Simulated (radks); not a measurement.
Task: The terbium ion Tb6+ is in [Xe] 4f(5/2: 5, 7/2: 0). Method: Dirac Kohn-Sham, relativistic LDA (MacDonald-Vosko exchange, VWN5 correlation), spin-unpolarised, spherical densities, finite nucleus; Fermi nuclear charge, rms radius of each element as measured or else 0.836 A^(1/3) + 0.57 fm; computed with a radial shooting solver on a logarithmic mesh with Libxc functionals. Sub-shells are occupied by j as written (lower j first in brackets). One electron is removed from 5p3/2, 4f5/2, 5s1/2, 5p1/2 in turn, with full relaxation. Which removal costs least, and what does each cost?

Result: 5p3/2 108.88 eV; 4f5/2 114.97 eV; 5p1/2 115.63 eV; 5s1/2 138.73 eV. The 5p3/2 electron leaves first.
